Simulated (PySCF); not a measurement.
## Structure from NMR data

The spectra below were simulated for a compound C$_{8}$H$_{9}$FO.

¹H NMR (600 MHz, computed): δ 6.62 (m, 1H), 5.27 (m, 1H), 4.56 (m, 1H), 4.38 (m, 1H), 2.70 (m, 1H), 2.00 (d, 1H), 1.37 (d, 3H).

¹³C{¹H} NMR (computed): δ 162.1, 106.5, 101.6, 88.3, 80.6, 78.9, 34.9, 16.9.

PySCF 2.14 calculation with PBE0-D3(BJ)/def2-SVP geometry and shieldings: GIAO PBE0/pcSseg-1; averaged over atoms made equivalent by symmetry, fast rotation or ring inversion, single conformer, no solvent model, relativity neglected.

δ = σ(ref) − σ, references computed at the same level: ¹H, ¹³C against TMS.

Task: Choose the structure that fits.
A. CCOc1ccccc1F
B. COCc1ccc(F)cc1
C. C#C[C@@H](C)[C@@]1(F)C=COC1

Result: C. 

Rings plus π bonds: 4 (1 ring in the answer). 8 carbon signals for 8 carbons: no two carbons are equivalent. Carbon types of the structure: 2 × C, 4 × CH, 1 × CH2, 1 × CH3, which accounts for all hydrogens. δC 162.1: alkene carbon bearing oxygen; an sp2 carbon further deshielded by the attached heteroatom. δC 106.5: allylic fully substituted sp3 carbon bonded to F; pulled downfield by the heteroatom. δC 101.6: β carbon of an enol-ether or enamine type C=C; the O or N lone pair pushes π density onto this β carbon and shields it. δC 88.3: alkyne carbon; the triple bond shields along its axis, which puts it between sp3 and sp2 carbons. δC 80.6: sp3 CH2 bonded to O; pulled downfield by the heteroatom.

The others: COCc1ccc(F)cc1 would give 6 carbon signals, not 8; CCOc1ccccc1F would give 6 signals for carbon-bound and other non-exchanging H, not 7.

Splittings by ¹⁹F in the carbon and heteronuclear signals aren't shown, as no couplings were computed. Shifts are as computed. Against solution values, carbons near 30 ppm lie about +2 ppm off and those near 130 ppm about +5 ppm. Of 1309 compounds with measured shifts, 239 miss one by over three times the rms of a fit or turn the order of signals round; such compounds aren't used in these exercises. No couplings were computed; multiplicities are counted from neighbouring protons, with m where these are inequivalent, close in shift, in a saturated or five-membered ring or joined by F or P, and br s for small geminal =CH2 splittings.
